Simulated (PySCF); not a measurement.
## Correlation energy of Mn²⁺ (manganese, charge +2)

[Ar] 3d4 4p1, one real determinant (an excited configuration). Computed with PySCF 2.14 in aug-cc-pVDZ, with no relativity, point nucleus. Frozen: [Ar]; 5 electrons correlated.

MP2 pair energies summed by pair of shells (mhartree):

| pair | energy | share (%) |
| --- | --- | --- |
| 3d-3d | -26.86 | 81.4 |
| 3d-4p | -6.12 | 18.6 |

Total MP2 correlation energy: -32.98 mhartree.

Same-spin part -32.98 and opposite-spin part 0.00 mhartree; SCS-MP2 scales them by 1/3 and 6/5 to -10.99 mhartree.

The reference is one real determinant that mixes LS terms of this configuration.
